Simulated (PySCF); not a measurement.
MoO3, SMILES [O]=[Mo](=[O])=[O], multiplicity 1.

Coordinates come from a B3LYP-D3(BJ)/def2-TZVP optimisation. The multiplicity is an assumed one; other spin states were not compared. The isomer is the one that the SMILES or the coordinates give; other isomers of the formula were not compared. The def2 effective core potentials stand for the cores of Mo; spin–orbit coupling is left out.

Two levels are set side by side: TDA-PBE/def2-SVPD (PySCF) and TDA-B3LYP/def2-SVPD (PySCF). Vertical, same geometry. The lowest singlet is HOMO→LUMO 100 % with PBE and HOMO→LUMO 100 % with the other functional; states are paired by order. Differences are taken from unrounded values.

```
quantity                              TDA-B3LYP
------------------------------------  ---------
lowest singlet excitation (eV)             2.36
lowest triplet excitation (TDA) (eV)       2.23
```

Problem. What does TDA-PBE give, and how far is it from TDA-B3LYP? (The exact figures need the calculation; the answer reports its results.)

Solution. 
```
quantity                              TDA-PBE  TDA-PBE minus TDA-B3LYP
------------------------------------  -------  -----------------------
lowest singlet excitation (eV)           2.05                    -0.31
lowest triplet excitation (TDA) (eV)     1.94                    -0.29
```

Functionals without exact exchange tend to place singlet excitations lower, as here. Differences between two approximate levels are no errors against the true value.

Rough cost on one machine, each run with all the roots and properties that it gave: TDA-B3LYP against TDA-PBE within a factor of 2.
